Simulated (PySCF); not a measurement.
**Do core-level shifts follow atomic charges?**

Species: C6H8OSSi.
Atom-mapped SMILES: `[SiH3:1][O:2][c:3]1[cH:4][cH:5][c:6]([SH:7])[cH:8][cH:9]1`

Geometry (PBE0-D3(BJ)/def2-SVP, Å), atoms numbered from 1 in this order:
```
atom  x, y, z in Å
Si1    3.272    0.358    0.071
O2     1.874    0.503    0.987
C3     0.606    0.172    0.651
C4    -0.406    0.424    1.582
C5    -1.726    0.103    1.293
C6    -2.070   -0.477    0.065
S7    -3.726   -0.914   -0.375
C8    -1.055   -0.727   -0.865
C9     0.268   -0.406   -0.577
H10    3.159    1.154   -1.188
H11    3.528   -1.071   -0.278
H12    4.357    0.890    0.934
H13   -0.135    0.876    2.537
H14   -2.499    0.310    2.037
H15   -4.303   -0.512    0.775
H16   -1.298   -1.179   -1.830
H17    1.041   -0.613   -1.322
```

Binding energies: delta-SCF UKS SCAN, pcX-2 on the ionised atom, pcseg-1 elsewhere, spin-free X2C in PySCF. Charges: PBE0/pcSseg-1 ground-state density, for the ionised atom.

```tsv
atom	environment	C 1s (eV)	Mulliken (e)	IAO (e)	Hirshfeld (e)	ESP (e)
C4	aromatic CH carbon	290.10	-0.109	-0.173	-0.064	-0.544
C5	aromatic CH carbon	290.26	+0.003	-0.159	-0.059	+0.117
C6	substituted aromatic carbon	290.81	-0.353	-0.114	-0.027	-0.329
C3	aromatic carbon bearing oxygen	291.79	+0.309	+0.201	+0.072	+0.739
```

Problem. How well does each charge scheme correlate with the binding energies over these sites?

Solution. Hirshfeld: r = 0.99, slope 11.9 eV per e; IAO: r = 0.96, slope 4.2 eV per e; ESP: r = 0.80, slope 1.1 eV per e; Mulliken: r = 0.58, slope 1.6 eV per e. On 4 points no scheme stands out.

Problem. The point-charge model writes a binding energy as kq + V + constant, with V the potential of the other atoms' charges at the site. What does it give with the ESP charges?

Solution. V = Σ 14.40 eV Å × q/r over all other atoms: +7.20 eV at C4, -3.50 eV at C5, +2.05 eV at C6, -11.66 eV at C3. Fitting binding energy − V to q gives k = 15.2 eV per e and leaves an rms residual of 0.94 eV, against 0.39 eV for the fit on q alone. The model has no term for differences in relaxation between sites.

Isolated species at its PBE0-D3(BJ)/def2-SVP geometry (one conformer only).
